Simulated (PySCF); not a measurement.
## Computed properties of Ga(NHMe)(OH)2 (CH6GaNO2), SMILES C[NH][Ga]([OH])[OH]

Ga(NHMe)(OH)2 (CH₆GaNO₂), SMILES [Ga]([OH])([NH]C)[OH]. Geometry: B3LYP-D3(BJ)/def2-SVP. One conformer was computed; it need not be the lowest. All values are computed for the isolated molecule unless a solvent is named; none is compared with measurement here.

**Structure.** The optimised structure has Cs symmetry. All 27 harmonic modes at B3LYP-D3(BJ)/def2-SVP (PySCF) are real, so it is a minimum. With heavy atoms numbered as in [Ga:1]([NH:2][CH3:3])([OH:8])[OH:10], the shortest bond between them is N2–C3 at 1.452 Å and the longest Ga1–N2 at 1.812 Å.

**Vibrations.** The strongest infrared lines (harmonic, unscaled, degenerate partners summed) lie at 420 cm⁻¹ (136 km/mol, H 93 %), 721 cm⁻¹ (116 km/mol, O 74 %, Ga 23 %), 1140 cm⁻¹ (111 km/mol, N 47 %, C 37 %, H 16 %). The softest mode is at 93 cm⁻¹ and the zero-point energy is 50.4 kcal/mol.

**Electronic structure.** B3LYP/def2-TZVP (PySCF) places the frontier levels at -6.54 and -0.82 eV, a gap of 5.72 eV, and gives a dipole moment of 2.13 D and a mean polarisability of 53.4 bohr³. PBE/def2-TZVP (PySCF) at the same geometry gives -5.38 and -1.38 eV, so its gap is 1.72 eV narrower. An orbital gap is neither the optical nor the fundamental gap.

**Excitations.** TDDFT-PBE0/def2-SVPD (PySCF) has S1 at 4.77 eV (260 nm, f = 0.009, weak); the most intense of the 10 singlets computed lies at 7.33 eV (f = 0.16). T1 (TDA) is at 4.45 eV. TDDFT-PBE/def2-SVPD (PySCF) puts S1 at 3.96 eV. No vertical singlet excitation falls in the visible range (under 3.1 eV).

**NMR.** GIAO shifts at PBE0/pcSseg-1 (PySCF) (non-relativistic, atoms alike by connectivity averaged): ¹³C at 36.6 ppm against TMS; ¹H from 0.5 to 3.3 ppm against TMS.
